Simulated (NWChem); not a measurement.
Species: CsBr; SMILES [Br][Cs]

```xyz
2

Cs     0.0000     0.0000    -1.2090
Br     0.0000     0.0000     1.8904
```
Atoms are numbered in this order, from 1.

Structure relaxed at the PBE0-D3(BJ)/def2-TZVP level. def2 effective core potentials on Cs; no spin-orbit coupling.

**Question.** List the 6 lowest vertical singlet excitations from B3LYP/def2-SVP with def2 effective core potentials on Cs, TDA (NWChem).

**Answer.** 
```
state  energy (eV)  oscillator strength  leading excitation (squared amplitude)
-----  -----------  -------------------  --------------------------------------
S1            3.09                0.009                      HOMO → LUMO (0.99)
S2            3.09                0.009                    HOMO−1 → LUMO (0.99)
S3            3.33                0.074                    HOMO−2 → LUMO (0.97)
S4            4.37                0.013                    HOMO → LUMO+2 (0.49)
S5            4.38                0.000                  HOMO−1 → LUMO+1 (0.49)
S6            4.38                0.000                  HOMO−1 → LUMO+2 (0.49)
```
